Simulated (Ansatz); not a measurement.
Coupled-cluster diagnostics for the cluster TaSi₃⁻, Ansatz.

Geometry of the singlet (PBE-D4/def2-SVPD):

```xyz
4

Ta    0.091    1.880   -2.792
Si    0.028    0.600   -0.905
Si   -0.033   -0.662    0.953
Si   -0.085   -1.818    2.744
```

In the def2 sets Ta takes a core potential; there is no spin–orbit coupling. Correlated methods freeze 15 core orbitals; core or outer-core shells of Ta are correlated, in sets that lack core-valence functions. Another isomer (triplet) lies 3.52 eV lower at PBE0-D4/def2-TZVPD; other spin states weren't run for this one.

(1) Estimate the CCSD(T) correlation energy, the shares of MP2 and (T), T1 and the reference's ⟨S²⟩ for: charge -1, singlet, own geometry in def2-TZVPPD; and the rough time on 4 threads of Arm Neoverse V2 on a shared host.

Answers

(1) 
| state | basis | correlation (eV) | MP2 share (%) | (T) share (%) | T1 | ⟨S²⟩ (pure) | wall time | remarks |
| --- | --- | --- | --- | --- | --- | --- | --- | --- |
| charge -1, singlet, own geometry | def2-TZVPPD | -22.147 | 93.6 | 8.5 | 0.048 | 0.00 (0.00) | 2.7 min | restricted SCF unstable |
Customary marks for T1 are 0.02 (closed shells), 0.045 (open shells) and about 0.05 (3d metals). T1 exceeds 0.02 in 1 of 1 rows and 0.045 in 1; the higher it lies, the less the single-reference result can be trusted.
